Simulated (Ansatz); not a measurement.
Redistribution: C4H7F + C5H7F → C4H8 + C5H6F2

Species: C4H7F `C/C=C(/C)F`, singlet; C5H7F `FC1=CCCC1`, singlet; C4H8 (trans-2-butene) `C/C=C/C`, singlet; C5H6F2 `FC1=CCCC1F`, singlet. The partners trade F for H; both sit on C, so the bond types are kept.

Shapes, held fixed at every level: PBE0-D4/def2-TZVP. Flexible molecules stand in one conformer, not always the lowest. Programs: Ansatz 0.2.0. The zero-point and thermal change to 298 K, harmonic and unscaled (PBE0-D4/def2-TZVP), is -0.5 kJ/mol.

| level | kind | ΔH(298 K) (kJ/mol) | less CCSD(T)/CBS estimate |
| --- | --- | --- | --- |
| HF/def2-SVP | Hartree–Fock | +14.8 | +2.1 |
| HF/def2-TZVPP | Hartree–Fock | +10.6 | -2.1 |
| r2SCAN-D4/def2-TZVPP | meta-GGA | +17.7 | +5.0 |
| wB97M-V/def2-TZVPP | range-separated hybrid | +15.1 | +2.4 |
| MP2/def2-SVP | perturbation theory | +21.0 | +8.3 |
| CCSD(T)/def2-SVP | coupled cluster or CI | +18.3 | +5.6 |
| CCSD/def2-TZVPP | coupled cluster or CI | +13.1 | +0.4 |
| CCSD(T)/CBS estimate | coupled cluster or CI | +12.7 | 0.0 |

The highest level, CCSD(T)/CBS estimate, gives ΔH(298 K) = +12.7 kJ/mol; the levels span +10.6 to +21.0. The column of differences is taken from that level and isn't an error. No measured value is set beside it here. The CBS estimate extrapolates MP2 from def2-TZVPP and def2-QZVPP and adds CCSD(T) − MP2 in the triple-zeta set, cores frozen.
